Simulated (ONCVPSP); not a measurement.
**rhodium (Rh): one change to an ONCV potential, before and after**

rhodium, optimised norm-conserving Vanderbilt (ONCV), made with ONCVPSP 4.0.1 (PBE, scalar-relativistic). Core [Kr], reference 4d7 (charge +2). Waves: s scattering state at 0.47 Ha: rc 1.75 bohr, ncon 4, nbas 7, qcut 3 1/bohr, 3 projectors, debl 1.8 Ha; p scattering state at 0.18 Ha: rc 2.10 bohr, ncon 3, nbas 7, qcut 3.5 1/bohr, 1 projector; 4d: rc 2.10 bohr, ncon 4, nbas 8, qcut 8 1/bohr, 2 projectors, debl 1.9 Ha. Local part: polynomial inside 1.25 bohr (lpopt 5, dvloc0 4 Ha). Core correction: Teter function, fcfact 3, rcfact 1.65.

In the s channel the program set the typed energies aside and used 0.050, 1.850, 3.650 Ha. In the p channel the program set the typed energies aside and used 0.050 Ha.

Change: d: qcut 5.8.

Cutoffs: the cutoffs (Ha) at which the residual kinetic energy of the hardest occupied pseudo-wave falls to 1 and 0.1 mHa per electron; they do not see the model core or the augmentation charge, which bear on the density cutoff. Errors are all-electron minus pseudo energies relative to the spin-unpolarised reference configuration.

Task: How do hardness, ghosts and transferability respond?

Result: The potential gets neither clearly harder nor softer (21 Ha and 25 Ha → 16 Ha and 45 Ha); of the 4 tests that both files solve, the error grows in 0 and shrinks in 3 by more than 15 % and 0.3 meV (median size 179.9 → 146.9 meV); neither file shows a bound ghost.

```tsv
quantity	base	changed
cutoff, loose	21 Ha	16 Ha
cutoff, tight	25 Ha	45 Ha
bound ghosts	none	none
GHOST(+) flags under 300 eV	none	none
error for 4d8 5s1, meV [ΔE -26.97 eV]	-208	-181
error for 4d8, meV [ΔE -19.51 eV]	-99	-81
error for 4d6, meV [ΔE 32.50 eV]	-152	-113
error for 4d9, meV [ΔE -27.88 eV]	-286	-239
s: phases at 1.78 bohr within 0.05 rad from the reference energy up to (Ha; the scan ends near 5)	to the end of the scan	to the end of the scan
p: phases at 2.13 bohr within 0.05 rad from the reference energy up to (Ha; the scan ends near 5)	3.2	3.2
d: phases at 2.13 bohr within 0.05 rad from the reference energy up to (Ha; the scan ends near 5)	to the end of the scan	to the end of the scan
rms error of d²Exc/dni dnj with the model core, mHa	1.55	0.84
```
